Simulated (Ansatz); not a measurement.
Relaxation of Cl2GaH2O2 (7 atoms, charge 0, multiplicity 2), to a largest force component of 0.03 eV/Å in at most 50 steps.

Method: Ansatz 0.2.0, UKS B3LYP-D4/def2-SVP.

```xyz
7
Properties=species:S:1:pos:R:3
Ga -0.002 -0.351 -0.341
Cl 0.028 -0.153 3.081
O 1.453 -0.380 -1.396
H 2.293 -0.408 -0.918
O -1.591 -0.302 -1.178
H -2.356 -0.282 -0.586
Cl -0.034 0.078 5.132
```

Q: Where does it end, and by what steps?

A: It converged. The force dipped under the threshold on the way, but the program's further checks kept it going. After 26 steps the energy has fallen by 2.695 eV; Cl7 moved furthest, 2.70 Å. Joined: Ga1–Cl2 (3.43 → 2.36 Å), Ga1–Cl7 (5.49 → 2.36 Å).

```tsv
step	energy less start (eV)	largest force component (eV/Å)	accepted
0	0.0000	1.067	yes
1	-0.1627	1.251	yes
2	-0.4088	2.025	yes
3	-0.8288	3.065	yes
4	-1.3607	2.869	yes
5	-1.7903	1.108	yes
6	-1.8689	0.715	yes
7	-1.9194	0.167	yes
8	-1.9502	0.108	yes
9	-1.9775	0.343	yes
10	-2.0119	0.280	yes
11	-2.0452	0.119	yes
12	-2.0771	0.149	yes
13	-2.1167	0.197	yes
14	-2.1578	0.262	yes
15	-2.2058	0.245	yes
16	-2.2568	0.270	yes
17	-2.3362	0.335	yes
18	-2.4442	0.429	yes
19	-2.5630	0.596	yes
20	-2.6323	0.539	yes
21	-2.6602	0.508	yes
22	-2.6900	0.056	yes
23	-2.6947	0.009	yes
24	-2.6929	0.340	no
25	-2.6948	0.124	yes
26	-2.6952	0.006	yes
```

```xyz
7
Properties=species:S:1:pos:R:3
Ga -0.055 -0.212 0.341
Cl 0.218 -1.959 1.899
O 1.368 0.065 -0.683
H 2.210 -0.028 -0.220
O -1.687 -0.102 -0.346
H -2.395 -0.252 0.293
Cl 0.131 0.689 2.510
```

Whether the end is a true minimum wasn't checked by a vibrational analysis.

Run time: 2.6 min on 4 threads of Arm Neoverse N1 (shared host), peak memory 0.39 GiB.
